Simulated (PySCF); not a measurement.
# Correlation energy of Li (lithium, neutral)

[He] 2p1, 2P determinant (an excited configuration). Calculation: PySCF 2.14, in x2c-TZVPPall with one added diffuse shell each of s, p type (6s4p1d, 23 functions); the spin-free X2C one-electron Hamiltonian (Gaussian nucleus). Frozen: nothing; 3 electrons correlated.

| level | correlation energy (mhartree) |
| --- | --- |
| CCSD | -35.21 |
| (T) | -0.01 |
| CCSD(T) | -35.22 |
| CCSDT | -35.23 |
| FCI | -35.23 |

Diagnostics: T1 = 0.0029, D1 = 0.0070, largest double amplitude 0.026, weight of the Hartree-Fock determinant in FCI 0.9967 (5819 determinants).

Q: Is a single reference adequate?

A: Yes: T1 lies below 0.03 and no double amplitude reaches 0.07.

This basis was not built for core-valence correlation, so the inner-shell part is incomplete.
